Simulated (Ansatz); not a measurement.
Ansatz (an electronic-structure program) input file for ReO₂, SMILES [O]=[Re]=[O] (connectivity only; charge and spin as stated), neutral, multiplicity 4, PBE/def2-TZVPD. Coordinates come from a B3LYP-D3(BJ)/def2-TZVP optimisation. The spin state was assumed, not searched. The def2 effective core potentials stand for the cores of Re; spin–orbit coupling is left out.

Ansatz 0.2 input:
```yaml
crystal:
  periodic: [false, false, false]
  atoms:
    - {symbol: Re, position_ang: [0.00000000, 0.00000000, 0.12116561]}
    - {symbol: O, position_ang: [0.00000000, 1.57128016, -0.56796379]}
    - {symbol: O, position_ang: [0.00000000, -1.57128016, -0.56796379]}
basis:
  gaussian:
    orbitals: def2-TZVPD
hamiltonian:
  xc: {name: PBE}
magnetization: {spin_polarized: true, initial_magnetization: 3}
```

It prints:

```
WARN ansatz: RAYON_NUM_THREADS=1 ignored (pool sized by the plan → 1); use --threads N
Functional definition: PBE
integrals: 0.04 GiB planned
735 factors; their error is unknown
mean field: 0.41 GiB planned
mean field evaluation 1: about -6206.2917 eV, gradient 7.1e1 eV
mean field evaluation 2: about -5906.5455 eV, gradient 2.3e2 eV
mean field evaluation 4: about -6222.6654 eV, gradient 1.5e1 eV
mean field evaluation 8: about -6223.7017 eV, gradient 1.1e-1 eV
mean field evaluation 16: about -6223.7018 eV, gradient 3.0e-5 eV
mean field -6223.70184854 eV, -228.7168243573 hartree, gradient 2.8e-5 eV, S^2 3.764277; 0 other end points of the search recorded, 0 dependent functions left out
reference -6223.70189627 eV, -228.7168261111 hartree; 17, 14 occupied and 106, 109 virtual orbitals, 735 factors
Total energy: -6223.70189627 eV, -228.7168261111 hartree
```

Self-consistency was reached.

Cost: roughly 5 core-seconds.
